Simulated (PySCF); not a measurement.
## [Pr(SH)4]− at several levels of theory

Computed with PySCF 2.14.0 (density fitting, no spin-orbit coupling) at the geometry relaxed with PBE0:

```xyz
9
[Pr(SH)4]− (singlet in the valence; each metal's 4f electrons, 2 of them, lie in its core potential, out of spins and levels)
Pr    0.0000    0.0000    0.0000
S     1.7265    1.4852    1.5484
H     2.7566    1.0420    0.7876
S    -1.7265   -1.4852    1.5484
H    -2.7566   -1.0420    0.7876
S     1.4853   -1.7266   -1.5482
H     1.0420   -2.7565   -0.7878
S    -1.4853    1.7266   -1.5482
H    -1.0420    2.7565   -0.7878
```

| level | basis | state | HOMO (eV) | gap (eV) | charge on Pr1 (e) | population of f-type functions on Pr1 (polarisation alone where 4f lies in the core) | dipole about the centre of mass (D) | largest force component (eV/Å) |
| --- | --- | --- | --- | --- | --- | --- | --- | --- |
| PBE0 | Pr lcecp-1-SVP with ECP48, S def2-SVP, H def2-SVP | singlet | -3.07 | 5.85 | 0.65 | 0.05 | 0.00 | 0.01 |
| B3LYP | the same | singlet | -2.73 | 5.32 | 0.55 | 0.04 | 0.00 | 0.14 |
| M06-L | the same | singlet | -2.09 | 4.82 | 0.87 | 0.04 | 0.00 | 0.22 |

In the lcecp rows the 4f levels are missing from HOMO and gap, and the state counts the valence alone.

Charges are Mulliken's, which hang on the basis. The relaxation used the grid (50, 194), these runs (75, 302) or, all-electron (x2c bases, spin-free X2C Hamiltonian), (99, 590).

Q: What does PBE0 with Pr lcecp-1-TZVP with ECP48, S def2-TZVP, H def2-TZVP give here?

A: state singlet, HOMO (eV) -3.32, gap (eV) 5.94, charge on Pr1 (e) 1.21, population of f-type functions on Pr1 (polarisation alone where 4f lies in the core) 0.06, dipole about the centre of mass (D) 0.00, largest force component (eV/Å) 0.18. Time: 23 s on 2 threads of Arm Neoverse V2, on a shared host, from free ions and atoms.

In the first row's basis the gap widens with exact exchange: 4.8 eV for M06-L (none); 5.3 to 5.9 eV for B3LYP, PBE0 (a fixed share).

An lcecp potential fixes the number of 4f electrons, so in runs with it no electron can move into or out of that shell.
